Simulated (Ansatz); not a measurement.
Mulliken charges of CH₅BN₂O, SMILES `N=COBN` from r2SCAN/def2-TZVPP in Ansatz (PBE0-D4/def2-TZVP geometry).

```tsv
atom	x (Å)	y (Å)	z (Å)	charge (e)
N1	-0.241	1.481	0.528	-0.379
C2	0.223	0.570	1.270	0.226
O3	0.450	-0.684	0.881	-0.318
B4	0.222	-1.217	-0.395	0.202
N5	-0.287	-0.481	-1.451	-0.285
H6	-0.324	2.347	1.050	0.150
H7	0.496	0.697	2.321	0.076
H8	0.503	-2.373	-0.508	-0.029
H9	-0.519	0.495	-1.338	0.182
H10	-0.442	-0.887	-2.356	0.175
```

Task: By hand: the dipole of these point charges (1 e Å = 4.8032 D).

Result: Σ q r = (-0.072, 0.085, -0.167) e Å, of length 0.201 e Å = 0.97 D.

Task: How does the dipole of the full density compare? (An estimate is asked.)

Result: The calculation gave: (-0.057, 0.239, 0.026) e Å, 1.19 D; the point charges give 0.82 times that, at 66° from its direction.

Point charges leave out the atoms' own dipoles, such as those of lone pairs, and Mulliken's split depends on the basis, so the two needn't agree.
